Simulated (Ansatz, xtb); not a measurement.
**Two isomers of ClFH3SbSi**

Structure a: `F[SiH2][SbH][Cl]`, a singlet. Structure b: `F[Si@H](Cl)[SbH2]`, a singlet. Both are isolated molecules in the gas phase, relaxed with PBE0-D4/def2-SVP; the shapes shown needn't be the lowest conformers.

a (Å):

```yaml
atoms:
  - { symbol: Cl, position_ang: [1.7474, 0.2082, 1.9746] }
  - { symbol: F, position_ang: [-0.6559, 0.8574, -2.1975] }
  - { symbol: Sb, position_ang: [0.4735, -1.1546, 0.4533] }
  - { symbol: Si, position_ang: [0.2786, 1.0538, -0.8746] }
  - { symbol: H, position_ang: [-0.3253, 2.1134, -0.0218] }
  - { symbol: H, position_ang: [1.6477, 1.4363, -1.3196] }
  - { symbol: H, position_ang: [-1.0323, -0.8460, 1.2262] }
```

b (Å):

```xyz
7

Cl    2.3683    4.1146    0.5568
F     1.4884    1.3143    1.1164
Sb   -0.9260    3.4790    2.2648
Si    0.8552    2.7123    0.5864
H     0.4164    2.4887   -0.8172
H    -1.3854    4.6993    1.1484
H    -2.0495    2.3797    1.5729
```

Energies in hartree; the thermal terms are from PBE0-D4/def2-SVP harmonic frequencies (ideal gas, rigid rotor, one conformer each, 298.15 K, 1 atm) and include the zero-point energy:

```
                               a            b
E, CCSD(T)/def2-SVP  −1089.222540  −1089.242821
    E, MP2/def2-SVP  −1089.164460  −1089.186170
  E, MP2/def2-TZVPP  −1089.952871  −1089.974647
  zero-point energy      0.028472      0.027492
       H(298 K) − E      0.036063      0.035129
       G(298 K) − E     −0.004962     −0.005711
```

Question: Correct the CCSD(T) difference for the basis set by the MP2 change, then work out ΔE, ΔE₀, ΔH and ΔG for a → b in kJ/mol (1 Eh = 2625.50 kJ/mol) and the equilibrium ratio [b]/[a].

Answer: 1. Differences b − a: CCSD(T) −0.020281, MP2 in the small set −0.021710, MP2 in the large set −0.021776 Eh.
2. ΔE = −0.020281 + (−0.021776 − (−0.021710)) = −0.020347 Eh = −53.42 kJ/mol.
3. ΔE₀ = ΔE + ΔZPE = −0.020347 + (−0.000980) Eh = −55.99 kJ/mol.
4. ΔH = ΔE + (−0.000934) Eh = −55.87 kJ/mol.
5. ΔG = ΔE + (−0.000749) Eh = −55.39 kJ/mol, so ΔS = (ΔH − ΔG)/T = −1.6 J/(mol K).
6. kT = 0.9442 mEh, so K = [b]/[a] = exp(−ΔG/kT) = exp(+22.34) ≈ 5.1 × 10^9.

Structure b is favoured at this temperature. An error of 4 kJ/mol in ΔG would change K by a factor of 5. GFN2-xTB gave ΔE the other sign. Mirror images and further conformers aren't counted.

As drawn, b has 1 Cl–Si, 1 Sb–H in place of 1 Cl–Sb, 1 Si–H.

Other levels gave ΔE = +53.3 (GFN2-xTB); −4.7 (HF/STO-3G, GFN2-xTB geometries); −54.4 (r2SCAN-D4/def2-SVP, GFN2-xTB geometries); −50.4 (PBE0-D4/def2-SVP); −43.6 (HF/def2-SVP); −57.0 (MP2/def2-SVP); −53.2 (CCSD(T)/def2-SVP) kJ/mol. The correlated steps freeze 15 core orbitals; the filled d shell of Sb is correlated, in a basis made for valence electrons. Atoms past krypton carry core potentials in the def2 sets, without spin–orbit terms. Programs: Ansatz 0.2.0, xtb 6.7.1.
